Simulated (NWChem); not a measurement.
System: GeHOClF₂; SMILES [Cl][Ge]([F])([OH])[F]

The following NWChem deck was run.

```
start job
memory heap 200 mb stack 900 mb global 1100 mb
geometry units angstroms noautoz
  O      1.677633    -0.763685     0.003686
  Ge     0.014198    -0.267144     0.000120
  F     -0.817713    -0.912647     1.354897
  F     -0.811812    -0.913314    -1.357961
  Cl    -0.099605     1.831499    -0.000398
  H      1.789397    -1.722832     0.001982
end
basis spherical
  * library def2-svp
end
dft
  xc xpbe96 cpbe96
  iterations 150
  mulliken
end
task dft energy
```

Parts of the log:

```
             Northwest Computational Chemistry Package (NWChem) 7.3.0
             --------------------------------------------------------

 C1  symmetry detected

                             Geometry "geometry" -> ""
                             -------------------------

 Output coordinates in angstroms (scale by  1.889725989 to convert to a.u.)

  No.       Tag          Charge          X              Y              Z
 ---- ---------------- ---------- -------------- -------------- --------------
    1 O                    8.0000     1.66938523    -0.77993138     0.00400476
    2 Ge                  32.0000     0.01772827    -0.24551983     0.00009596
    3 F                    9.0000    -0.82902019    -0.87193465     1.35464100
    4 F                    9.0000    -0.82251808    -0.87256678    -1.35821563
    5 Cl                  17.0000    -0.04810304     1.85517527    -0.00030578
    6 H                    1.0000     1.75920948    -1.74138113     0.00226115

 Effective nuclear repulsion energy (a.u.)     526.7733132136

  pbe96 is a nonlocal functional; adding pw91lda local functional.

                                 NWChem DFT Module
                                 -----------------

 Summary of "ao basis" -> "ao basis" (spherical)
 ------------------------------------------------------------------------------
       Tag                 Description            Shells   Functions and Types
 ---------------- ------------------------------  ------  ---------------------
 O                          def2-svp                 6       14   3s2p1d
 Ge                         def2-svp                12       32   5s4p3d
 F                          def2-svp                 6       14   3s2p1d
 Cl                         def2-svp                 8       18   4s3p1d
 H                          def2-svp                 3        5   2s1p

            General Information
            -------------------
          SCF calculation type: DFT
          Wavefunction type:  closed shell.
          No. of atoms     :     6
          No. of electrons :    76
           Alpha electrons :    38
            Beta electrons :    38
          Charge           :     0
          Spin multiplicity:     1
          Use of symmetry is: off; symmetry adaption is: off
          Maximum number of iterations: 150
          AO basis - number of functions:    97
                     number of shells:    41
          Convergence on energy requested:  1.00D-06
          Convergence on density requested:  1.00D-05
          Convergence on gradient requested:  5.00D-04

              XC Information
              --------------
          PerdewBurkeErnzerhof Exchange Functional  1.000
            Perdew 1991 LDA Correlation Functional  1.000 local
           PerdewBurkeErnz. Correlation Functional  1.000 non-local

             Grid Information
             ----------------
          Grid used for XC integration:  medium
          Radial quadrature: Mura-Knowles
          Angular quadrature: Lebedev.
          Tag              B.-S. Rad. Rad. Pts. Rad. Cut. Ang. Pts.
          ---              ---------- --------- --------- ---------
          O                   0.60       49           8.0       434
          Ge                  1.25      112           8.0       590
          F                   0.50       49           8.0       434
          Cl                  1.00       88          11.0       590
          H                   0.35       45          10.0       434
          Grid pruning is: on
          Number of quadrature shells:   392
          Spatial weights used:  Erf1

      Superposition of Atomic Density Guess
      -------------------------------------

 Sum of atomic energies:       -2808.14246518

      Non-variational initial energy
      ------------------------------

 Total energy =   -2808.902994
 1-e energy   =   -4962.897269
 2-e energy   =    1627.220962
 HOMO         =      -0.451372
 LUMO         =      -0.017789

     ---------------------------------------------
      Total Density - Mulliken Population Analysis
     ---------------------------------------------

    Atom       Charge   Shell Charges
 -----------   ------   -------------------------------------------------------
    1 O    8     8.78   1.99  1.10  0.66  3.04  1.99  0.00
    2 Ge  32    29.96   2.00  2.00  2.00  0.73  0.04  6.00  5.98  0.67  0.32  8.16  1.81  0.26
    3 F    9     9.63   1.99  1.14  0.80  3.50  2.18  0.00
    4 F    9     9.63   1.99  1.14  0.80  3.50  2.18  0.00
    5 Cl  17    17.35   2.00  1.99  1.22  0.72  5.94  2.12  3.34  0.01
    6 H    1     0.65   0.52  0.07  0.06

   convergence    iter        energy       DeltaE   RMS-Dens  Diis-err
 ---------------- ----- ----------------- --------- --------- ---------
 d= 0,ls=0.0,diis     1  -2811.2979298328 -3.34D+03  2.61D-02  1.45D+00
 d= 0,ls=0.0,diis     2  -2810.9753000336  3.23D-01  1.54D-02  5.25D+00
 d= 0,ls=0.0,diis     3  -2811.4574411991 -4.82D-01  2.38D-03  8.64D-02
 d= 0,ls=0.0,diis     4  -2811.4609780874 -3.54D-03  1.53D-03  2.32D-02
 d= 0,ls=0.0,diis     5  -2811.4628729435 -1.89D-03  5.12D-04  7.89D-03
  Resetting Diis
 d= 0,ls=0.0,diis     6  -2811.4635739224 -7.01D-04  1.62D-04  3.06D-04
 d= 0,ls=0.0,diis     7  -2811.4636105445 -3.66D-05  8.27D-05  2.26D-05
 d= 0,ls=0.0,diis     8  -2811.4636057861  4.76D-06  5.55D-05  6.87D-05
 d= 0,ls=0.0,diis     9  -2811.4636124047 -6.62D-06  7.91D-06  1.99D-06
 d= 0,ls=0.0,diis    10  -2811.4636125656 -1.61D-07  1.86D-06  3.99D-08

         Total DFT energy =    -2811.463612565639
      One electron energy =    -4961.485114093800
           Coulomb energy =     1759.774974135741
    Exchange-Corr. energy =     -136.526785821230
 Nuclear repulsion energy =      526.773313213650

 Numeric. integr. density =       76.000007047969

                       DFT Final Molecular Orbital Analysis
                       ------------------------------------

 Vector   36  Occ=2.000000D+00  E=-3.137723D-01
              MO Center=  2.0D-01,  8.8D-01,  6.2D-04, r^2= 3.4D+00
   Bfn.  Coefficient  Atom+Function         Bfn.  Coefficient  Atom+Function
  ----- ------------  ---------------      ----- ------------  ---------------
    87      0.501620  5 Cl pz                84      0.387065  5 Cl pz
     6      0.284208  1 O  pz                81      0.224379  5 Cl pz
     9      0.203085  1 O  pz                51      0.132464  3 F  py
    65     -0.131681  4 F  py                50      0.130502  3 F  px
    64     -0.130826  4 F  px                31      0.094539  2 Ge pz

 Vector   37  Occ=2.000000D+00  E=-3.114809D-01
              MO Center= -5.5D-02,  1.7D+00, -7.2D-04, r^2= 1.6D+00
   Bfn.  Coefficient  Atom+Function         Bfn.  Coefficient  Atom+Function
  ----- ------------  ---------------      ----- ------------  ---------------
    85      0.612142  5 Cl px                82      0.468442  5 Cl px
    79      0.271756  5 Cl px                65     -0.083607  4 F  py
    51     -0.082115  3 F  py                29      0.061577  2 Ge px
     5     -0.060647  1 O  py                 3     -0.059633  1 O  s
    68      0.058824  4 F  py                54      0.057755  3 F  py

 Vector   38  Occ=2.000000D+00  E=-3.020685D-01
              MO Center=  1.1D+00, -1.1D-01,  2.8D-03, r^2= 2.9D+00
   Bfn.  Coefficient  Atom+Function         Bfn.  Coefficient  Atom+Function
  ----- ------------  ---------------      ----- ------------  ---------------
     6      0.526687  1 O  pz                 9      0.386600  1 O  pz
    87     -0.338778  5 Cl pz                84     -0.252032  5 Cl pz
    81     -0.146423  5 Cl pz                50      0.110764  3 F  px
    64     -0.110370  4 F  px                53     -0.083254  3 F  px
    67      0.082965  4 F  px                51     -0.050691  3 F  py

 Vector   39  Occ=0.000000D+00  E=-8.003265D-02
              MO Center=  1.2D-01, -1.6D-02,  1.9D-04, r^2= 3.6D+00
   Bfn.  Coefficient  Atom+Function         Bfn.  Coefficient  Atom+Function
  ----- ------------  ---------------      ----- ------------  ---------------
    18      0.791950  2 Ge s                 19      0.616412  2 Ge s
    86      0.471543  5 Cl py                17     -0.422234  2 Ge s
     3     -0.385923  1 O  s                 83      0.251870  5 Cl py
    94      0.251220  6 H  s                  4      0.233344  1 O  px
    78     -0.227657  5 Cl s                  7      0.213682  1 O  px

 Vector   40  Occ=0.000000D+00  E= 1.272592D-02
              MO Center=  9.2D-01, -1.1D+00,  8.9D-04, r^2= 4.4D+00
   Bfn.  Coefficient  Atom+Function         Bfn.  Coefficient  Atom+Function
  ----- ------------  ---------------      ----- ------------  ---------------
    94      0.889574  6 H  s                  3     -0.692249  1 O  s
    18     -0.436401  2 Ge s                 29      0.382795  2 Ge px
     8      0.281104  1 O  py                30     -0.241053  2 Ge py
    26      0.239455  2 Ge px                 5      0.230628  1 O  py
    86     -0.227264  5 Cl py                27     -0.182028  2 Ge py

 Vector   41  Occ=0.000000D+00  E= 2.908642D-02
              MO Center=  2.0D-01,  4.4D-02,  4.0D-04, r^2= 3.2D+00
   Bfn.  Coefficient  Atom+Function         Bfn.  Coefficient  Atom+Function
  ----- ------------  ---------------      ----- ------------  ---------------
    31      0.864777  2 Ge pz                28      0.458263  2 Ge pz
    87     -0.279181  5 Cl pz                49     -0.269063  3 F  s
    63      0.270015  4 F  s                  6     -0.226190  1 O  pz
    25     -0.225317  2 Ge pz                 9     -0.211333  1 O  pz
    84     -0.164405  5 Cl pz                43      0.161030  2 Ge d -1

     ---------------------------------------------
      Total Density - Mulliken Population Analysis
     ---------------------------------------------

    Atom       Charge   Shell Charges
 -----------   ------   -------------------------------------------------------
    1 O    8     8.34   1.99  1.09  0.65  2.86  1.75  0.01
    2 Ge  32    31.08   2.00  2.00  1.99  1.07 -0.06  6.00  5.97  1.17  0.49  8.11  1.83  0.51
    3 F    9     9.31   1.99  1.13  0.81  3.32  2.05  0.00
    4 F    9     9.31   1.99  1.13  0.81  3.32  2.05  0.00
    5 Cl  17    17.16   2.00  1.98  1.29  0.67  5.93  2.15  3.12  0.02
    6 H    1     0.80   0.67  0.05  0.07

     -------------------------------------------
      Total Density - Lowdin Population Analysis
     -------------------------------------------

    Atom       Charge   Shell Charges
 -----------   ------   -------------------------------------------------------
    1 O    8     8.15   1.97  0.89  0.60  2.68  1.99  0.01
    2 Ge  32    31.72   2.00  2.00  1.92  0.71  0.26  5.99  5.81  1.23  0.82  7.83  2.07  1.08
    3 F    9     9.16   1.98  1.02  0.77  3.19  2.20  0.01
    4 F    9     9.16   1.98  1.02  0.77  3.19  2.20  0.01
    5 Cl  17    16.92   2.00  1.96  1.05  0.77  5.82  2.25  3.05  0.02
    6 H    1     0.90   0.55  0.17  0.18

     Multipole analysis of the density
     ---------------------------------

     L   x y z        total         alpha         beta         nuclear
     -   - - -        -----         -----         ----         -------
     0   0 0 0     -0.000000    -38.000000    -38.000000     76.000000

     1   1 0 0      0.454550      0.227275      0.227275     -0.000000
     1   0 1 0     -0.367415     -0.183708     -0.183708     -0.000000
     1   0 0 1     -0.000190     -0.000095     -0.000095      0.000000

     2   2 0 0    -33.887842    -84.282199    -84.282199    134.676556
     2   1 1 0     -3.169114      2.291616      2.291616     -7.752346
     2   1 0 1     -0.001621     -0.009659     -0.009659      0.017697
     2   0 2 0    -29.693666   -161.315780   -161.315780    292.937893
     2   0 1 1     -0.002906      0.004875      0.004875     -0.012656
     2   0 0 2    -35.053242    -76.660505    -76.660505    118.267768
```

Level: PBE/def2-SVP. Coordinates come from a PBE0/def2-SVP optimisation.
